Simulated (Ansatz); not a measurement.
`[SiH3]OBCl` + CH₃SH → `CSBO[SiH3]` + HCl at 500 K and 1 bar (ligand exchange at a B–Cl bond).

Gas-phase electronic energies from Ansatz, PBE0-D4/def2-TZVP geometries. CCSD(T)/CBS adds triple-zeta CCSD(T) − MP2 to the extrapolated MP2 energy (def2 sets, frozen cores). This one scheme is used for every species. Each species was taken in one conformer, which may not be the lowest.

```
     species  CCSD(T)/CBS energy (Eh)  H − E (kJ/mol)  S (J/(mol·K))
`[SiH3]OBCl`               -851.35221           154.5          376.2
       CH₃SH               -438.22835           145.1          283.7
`CSBO[SiH3]`               -829.19213           268.0          453.7
         HCl               -460.38127            32.5          201.9
```

H − E and S are ideal-gas, rigid-rotor, harmonic terms from PBE0-D4/def2-TZVP, for one conformer and one mirror image of each species. 1 Eh = 2625.50 kJ/mol, R = 8.31446 J/(mol·K).

By hand: ΔE, ΔH, ΔS and ΔG.

ΔE = (-829.19213) + (-460.38127) − (-851.35221) − (-438.22835) = 0.00716 Eh = 18.8 kJ/mol. Δ(H − E) = 268.0 + 32.5 − 154.5 − 145.1 = 0.9, so ΔH = 19.7 kJ/mol. ΔS = 453.7 + 201.9 − 376.2 − 283.7 = -4.3 J/(mol·K). ΔG = 19.7 − 500 × (-4.3)/1000 = 21.8 kJ/mol.

By hand: the equilibrium constant, and the temperature at which ΔG would vanish if ΔH and ΔS stayed fixed.

log₁₀ K = −ΔG/(RT ln 10) = -2.3. ΔH and −TΔS have one sign here, so there is no such temperature.

The number of gas molecules stays the same, so ΔS is small and ΔH decides. A doubt of 5 kJ/mol in ΔE shifts log₁₀ K by 0.5 here. Other conformers and mirror images would add mixing entropy, several J/(mol·K) or more a flexible species. Modes under 60 cm⁻¹, often nearly free rotors, make the harmonic entropy too high. These are equilibria of isolated gas molecules and say nothing of rates. Largest T1 diagnostic: 0.013 (customary marks: 0.02 for closed shells, 0.045 for open ones).

ΔS is within the doubt of such terms, so its sign, and with it that verdict, could turn.
